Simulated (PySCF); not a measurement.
# Ionisation energy of Al(2+) by level of theory

Al(2+) [Ne] 3s1 (2S) → Al(3+) [Ne] (1S), as a difference of total energies. All numbers are calculated (PySCF 2.14, scalar relativity by spin-free X2C-1e, in x2c-QZVPPall with one added diffuse shell each of s, p, d, f type (10s7p5d3f1g, 86 functions)). Correlated levels: valence and next inner shell: 1s2 frozen. The calculations carry no spin-orbit coupling.

```csv
method,ionisation energy (eV),error (eV)
UHF,28.089,-0.359
MP2 (valence and next inner shell),28.377,-0.071
SCS-MP2 (valence and next inner shell),28.316,-0.132
CCSD (valence and next inner shell),28.392,-0.056
CCSD(T) (valence and next inner shell),28.398,-0.050
```

Reference: 28.448 eV (measured; NIST Atomic Spectra Database, ionization energies).

Errors of the correlated levels include the incompleteness of this basis and the frozen core.
